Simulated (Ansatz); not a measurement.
Ansatz (a program for electronic structure) job for C2H10OSi3, SMILES O[Si@@H]1C[C@H]([SiH3])[SiH2]1, PBE-D3(BJ)/def2-SVP. 

Ansatz 0.2 input:
```yaml
crystal:
  periodic: [false, false, false]
  atoms:
    - {symbol: O, position_ang: [2.81395775, 1.39854278, 0.29890318]}
    - {symbol: Si, position_ang: [1.62679061, 0.41815125, -0.35082107]}
    - {symbol: C, position_ang: [-0.16343166, 1.05459598, -0.59224398]}
    - {symbol: C, position_ang: [-0.87912225, -0.33932387, -0.50168493]}
    - {symbol: Si, position_ang: [-2.70356488, -0.27431717, -0.04387280]}
    - {symbol: Si, position_ang: [0.33872746, -1.22890803, 0.70659379]}
    - {symbol: H, position_ang: [2.68634437, 1.70133782, 1.20551938]}
    - {symbol: H, position_ang: [2.18622992, -0.05126654, -1.64829113]}
    - {symbol: H, position_ang: [-0.39057502, 1.61882989, -1.51108210]}
    - {symbol: H, position_ang: [-0.45525204, 1.69096076, 0.26250155]}
    - {symbol: H, position_ang: [-0.78953978, -0.86421905, -1.47036224]}
    - {symbol: H, position_ang: [-3.27345372, -1.65131669, 0.06300785]}
    - {symbol: H, position_ang: [-3.49790905, 0.48709480, -1.05655653]}
    - {symbol: H, position_ang: [-2.85342211, 0.40973065, 1.27576400]}
    - {symbol: H, position_ang: [0.48203635, -2.70721753, 0.55834317]}
    - {symbol: H, position_ang: [-0.01814231, -0.92287344, 2.12690501]}
basis:
  gaussian:
    orbitals: def2-SVP
hamiltonian:
  xc: pbe
  dispersion: d3bj
relax: {f_tol: 0.002, max_steps: 200}
```

Output:

```
WARN ansatz: RAYON_NUM_THREADS=2 ignored (pool sized by the plan → 2); use --threads N
Functional definition: PBE
integrals: 0.10 GiB planned
1627 factors; their error is unknown
mean field: 0.54 GiB planned
mean field evaluation 1: about -27874.9461 eV, gradient 7.9e1 eV
mean field evaluation 2: about -27826.5216 eV, gradient 1.6e2 eV
mean field evaluation 4: about -27888.7520 eV, gradient 1.4e1 eV
mean field evaluation 8: about -27889.2253 eV, gradient 2.2e-1 eV
mean field evaluation 16: about -27889.1030 eV, gradient 2.8e-3 eV
mean field -27889.10298108 eV, -1024.9056306419 hartree, gradient 2.2e-5 eV, S^2 0.000000; 0 other end points of the search recorded, 0 dependent functions left out
the calculation of the forces begins
reference -27889.10302556 eV, -1024.9056322765 hartree; 36, 36 occupied and 110, 110 virtual orbitals, 1627 factors
relax step   1: F+E_penalty+E_count = -27889.55748960 eV  Δ(F+E_penalty+E_count) = +0.000e0 eV  max|allowed force component| = 3.754e-1 eV/Å  Δτ_max = 0.0000 Å  (30 SCF iters, accepted)
these checks for a lower state are left out or cut short: starts, cluster_reference, orbital_swaps, neighbouring_geometries, increment
integrals: 0.10 GiB planned
1627 factors; their error is unknown
mean field: 0.54 GiB planned
mean field -27889.12159176 eV, -1024.9063145714 hartree, gradient 1.9e-5 eV, S^2 0.000000; 0 other end points of the search recorded, 0 dependent functions left out
the calculation of the forces begins
reference -27889.12163638 eV, -1024.9063162112 hartree; 36, 36 occupied and 110, 110 virtual orbitals, 1627 factors
relax step   2: F+E_penalty+E_count = -27889.57485166 eV  Δ(F+E_penalty+E_count) = -1.736e-2 eV  max|allowed force component| = 2.243e-1 eV/Å  Δτ_max = 0.0255 Å  (31 SCF iters, accepted)
these checks for a lower state are left out or cut short: starts, cluster_reference, orbital_swaps, neighbouring_geometries, increment
integrals: 0.10 GiB planned
1627 factors; their error is unknown
mean field: 0.54 GiB planned
mean field evaluation 32: about -27889.1253 eV, gradient 1.4e-3 eV
mean field -27889.12525922 eV, -1024.9064493481 hartree, gradient 1.9e-5 eV, S^2 0.000000; 0 other end points of the search recorded, 0 dependent functions left out
the calculation of the forces begins
reference -27889.12530389 eV, -1024.9064509898 hartree; 36, 36 occupied and 110, 110 virtual orbitals, 1627 factors
relax step   3: F+E_penalty+E_count = -27889.57793025 eV  Δ(F+E_penalty+E_count) = -3.079e-3 eV  max|allowed force component| = 8.240e-2 eV/Å  Δτ_max = 0.0218 Å  (31 SCF iters, accepted)
these checks for a lower state are left out or cut short: starts, cluster_reference, orbital_swaps, neighbouring_geometries, increment
integrals: 0.10 GiB planned
1627 factors; their error is unknown
mean field: 0.54 GiB planned
mean field -27889.12362600 eV, -1024.9063893284 hartree, gradient 1.9e-5 eV, S^2 0.000000; 0 other end points of the search recorded, 0 dependent functions left out
the calculation of the forces begins
reference -27889.12367063 eV, -1024.9063909687 hartree; 36, 36 occupied and 110, 110 virtual orbitals, 1627 factors
relax step   4: F+E_penalty+E_count = -27889.57684793 eV  Δ(F+E_penalty+E_count) = +1.082e-3 eV  max|allowed force component| = 1.723e-1 eV/Å  Δτ_max = 0.0257 Å  (31 SCF iters, rejected (line search))
these checks for a lower state are left out or cut short: starts, cluster_reference, orbital_swaps, neighbouring_geometries, increment
integrals: 0.10 GiB planned
1627 factors; their error is unknown
mean field: 0.54 GiB planned
mean field -27889.12593318 eV, -1024.9064741160 hartree, gradient 1.9e-5 eV, S^2 0.000000; 0 other end points of the search recorded, 0 dependent functions left out
the calculation of the forces begins
reference -27889.12597782 eV, -1024.9064757563 hartree; 36, 36 occupied and 110, 110 virtual orbitals, 1627 factors
relax step   5: F+E_penalty+E_count = -27889.57895479 eV  Δ(F+E_penalty+E_count) = -1.025e-3 eV  max|allowed force component| = 1.890e-2 eV/Å  Δτ_max = 0.0125 Å  (32 SCF iters, accepted)
these checks for a lower state are left out or cut short: starts, cluster_reference, orbital_swaps, neighbouring_geometries, increment
integrals: 0.10 GiB planned
1627 factors; their error is unknown
mean field: 0.54 GiB planned
mean field -27889.12595729 eV, -1024.9064750020 hartree, gradient 1.9e-5 eV, S^2 0.000000; 0 other end points of the search recorded, 0 dependent functions left out
the calculation of the forces begins
reference -27889.12600191 eV, -1024.9064766418 hartree; 36, 36 occupied and 110, 110 virtual orbitals, 1627 factors
relax step   6: F+E_penalty+E_count = -27889.57918317 eV  Δ(F+E_penalty+E_count) = -2.284e-4 eV  max|allowed force component| = 1.118e-2 eV/Å  Δτ_max = 0.0103 Å  (32 SCF iters, accepted)
these checks for a lower state are left out or cut short: starts, cluster_reference, orbital_swaps, neighbouring_geometries, increment
integrals: 0.10 GiB planned
1627 factors; their error is unknown
mean field: 0.54 GiB planned
mean field -27889.12600067 eV, -1024.9064765959 hartree, gradient 1.9e-5 eV, S^2 0.000000; 0 other end points of the search recorded, 0 dependent functions left out
the calculation of the forces begins
reference -27889.12604528 eV, -1024.9064782355 hartree; 36, 36 occupied and 110, 110 virtual orbitals, 1627 factors
relax step   7: F+E_penalty+E_count = -27889.57929680 eV  Δ(F+E_penalty+E_count) = -1.136e-4 eV  max|allowed force component| = 2.766e-2 eV/Å  Δτ_max = 0.0135 Å  (31 SCF iters, accepted)
these checks for a lower state are left out or cut short: starts, cluster_reference, orbital_swaps, neighbouring_geometries, increment
integrals: 0.10 GiB planned
1627 factors; their error is unknown
mean field: 0.54 GiB planned
mean field evaluation 64: about -27889.2513 eV, gradient 7.1e-4 eV
mean field -27889.12609934 eV, -1024.9064802221 hartree, gradient 1.9e-5 eV, S^2 0.000000; 0 other end points of the search recorded, 0 dependent functions left out
the calculation of the forces begins
reference -27889.12614396 eV, -1024.9064818618 hartree; 36, 36 occupied and 110, 110 virtual orbitals, 1627 factors
relax step   8: F+E_penalty+E_count = -27889.57942038 eV  Δ(F+E_penalty+E_count) = -1.236e-4 eV  max|allowed force component| = 1.808e-2 eV/Å  Δτ_max = 0.0122 Å  (32 SCF iters, accepted)
these checks for a lower state are left out or cut short: starts, cluster_reference, orbital_swaps, neighbouring_geometries, increment
integrals: 0.10 GiB planned
1627 factors; their error is unknown
mean field: 0.54 GiB planned
mean field -27889.12622775 eV, -1024.9064849411 hartree, gradient 1.9e-5 eV, S^2 0.000000; 0 other end points of the search recorded, 0 dependent functions left out
the calculation of the forces begins
reference -27889.12627238 eV, -1024.9064865813 hartree; 36, 36 occupied and 110, 110 virtual orbitals, 1627 factors
relax step   9: F+E_penalty+E_count = -27889.57945765 eV  Δ(F+E_penalty+E_count) = -3.727e-5 eV  max|allowed force component| = 7.245e-3 eV/Å  Δτ_max = 0.0093 Å  (32 SCF iters, accepted)
these checks for a lower state are left out or cut short: starts, cluster_reference, orbital_swaps, neighbouring_geometries, increment
integrals: 0.10 GiB planned
1627 factors; their error is unknown
mean field: 0.54 GiB planned
mean field -27889.12625805 eV, -1024.9064860547 hartree, gradient 1.2e-5 eV, S^2 0.000000; 0 other end points of the search recorded, 0 dependent functions left out
the calculation of the forces begins
reference -27889.12630268 eV, -1024.9064876949 hartree; 36, 36 occupied and 110, 110 virtual orbitals, 1627 factors
relax step  10: F+E_penalty+E_count = -27889.57946684 eV  Δ(F+E_penalty+E_count) = -9.188e-6 eV  max|allowed force component| = 5.482e-3 eV/Å  Δτ_max = 0.0041 Å  (24 SCF iters, accepted)
these checks for a lower state are left out or cut short: starts, cluster_reference, orbital_swaps, neighbouring_geometries, increment
integrals: 0.10 GiB planned
1627 factors; their error is unknown
mean field: 0.54 GiB planned
mean field -27889.12629066 eV, -1024.9064872529 hartree, gradient 2.3e-5 eV, S^2 0.000000; 0 other end points of the search recorded, 0 dependent functions left out
the calculation of the forces begins
reference -27889.12633529 eV, -1024.9064888931 hartree; 36, 36 occupied and 110, 110 virtual orbitals, 1627 factors
relax step  11: F+E_penalty+E_count = -27889.57946083 eV  Δ(F+E_penalty+E_count) = +6.009e-6 eV  max|allowed force component| = 1.293e-2 eV/Å  Δτ_max = 0.0035 Å  (23 SCF iters, rejected (line search))
these checks for a lower state are left out or cut short: starts, cluster_reference, orbital_swaps, neighbouring_geometries, increment
integrals: 0.10 GiB planned
1627 factors; their error is unknown
mean field: 0.54 GiB planned
mean field -27889.12624407 eV, -1024.9064855407 hartree, gradient 2.1e-5 eV, S^2 0.000000; 0 other end points of the search recorded, 0 dependent functions left out
the calculation of the forces begins
reference -27889.12628870 eV, -1024.9064871809 hartree; 36, 36 occupied and 110, 110 virtual orbitals, 1627 factors
relax step  12: F+E_penalty+E_count = -27889.57947509 eV  Δ(F+E_penalty+E_count) = -8.254e-6 eV  max|allowed force component| = 2.053e-3 eV/Å  Δτ_max = 0.0017 Å  (22 SCF iters, accepted)
these checks for a lower state are left out or cut short: starts, cluster_reference, orbital_swaps, neighbouring_geometries, increment
integrals: 0.10 GiB planned
1627 factors; their error is unknown
mean field: 0.54 GiB planned
mean field evaluation 96: about -27889.1262 eV, gradient 3.6e-2 eV
mean field -27889.12623816 eV, -1024.9064853236 hartree, gradient 7.5e-5 eV, S^2 0.000000; 0 other end points of the search recorded, 0 dependent functions left out
the calculation of the forces begins
reference -27889.12628279 eV, -1024.9064869637 hartree; 36, 36 occupied and 110, 110 virtual orbitals, 1627 factors
relax step  13: F+E_penalty+E_count = -27889.57947630 eV  Δ(F+E_penalty+E_count) = -1.213e-6 eV  max|allowed force component| = 1.392e-3 eV/Å  Δτ_max = 0.0011 Å  (20 SCF iters, accepted)
integrals: 0.10 GiB planned
1627 factors; their error is unknown
mean field: 0.54 GiB planned
mean field -27889.12623816 eV, -1024.9064853236 hartree, gradient 7.5e-5 eV, S^2 0.000000; 1 other end points of the search recorded, 0 dependent functions left out
the calculation of the forces begins
reference -27889.12628279 eV, -1024.9064869637 hartree; 36, 36 occupied and 110, 110 virtual orbitals, 1627 factors
Total energy: -27889.57952093 eV, -1024.9231431582 hartree
Atom 0 at     2.874753     1.382298     0.247496 Å, force    -0.000324     0.000243    -0.000177 eV/Å
Atom 1 at     1.624473     0.421013    -0.345084 Å, force     0.000537    -0.001392     0.000314 eV/Å
Atom 2 at    -0.170155     1.078938    -0.558592 Å, force    -0.000299     0.000519    -0.000345 eV/Å
Atom 3 at    -0.869027    -0.321680    -0.506058 Å, force     0.000237    -0.000283     0.000103 eV/Å
Atom 4 at    -2.707473    -0.297844    -0.067705 Å, force    -0.000104     0.000643    -0.000094 eV/Å
Atom 5 at     0.330645    -1.215724     0.728343 Å, force     0.000594    -0.000157    -0.000109 eV/Å
Atom 6 at     2.758365     1.687561     1.164052 Å, force     0.000042     0.000145     0.000002 eV/Å
Atom 7 at     2.132016    -0.076727    -1.669424 Å, force    -0.000107     0.000136     0.000067 eV/Å
Atom 8 at    -0.399399     1.674352    -1.466624 Å, force    -0.000347     0.000612     0.000019 eV/Å
Atom 9 at    -0.462153     1.691208     0.323152 Å, force    -0.000215     0.000112    -0.000119 eV/Å
Atom 10 at    -0.754058    -0.841452    -1.484102 Å, force     0.000024    -0.000206     0.000274 eV/Å
Atom 11 at    -3.257057    -1.698325     0.015653 Å, force     0.000044     0.000099    -0.000117 eV/Å
Atom 12 at    -3.514481     0.467524    -1.086924 Å, force    -0.000032    -0.000030    -0.000069 eV/Å
Atom 13 at    -2.884397     0.372258     1.270212 Å, force     0.000016    -0.000156     0.000104 eV/Å
Atom 14 at     0.458761    -2.711862     0.610410 Å, force     0.000127    -0.000125     0.000153 eV/Å
Atom 15 at    -0.051138    -0.871736     2.147819 Å, force    -0.000194    -0.000161    -0.000007 eV/Å
Dipole moment:     0.016132     0.117755     0.153713 e Å
```

Self-consistency was reached.

Cost: very roughly 70 core-seconds.
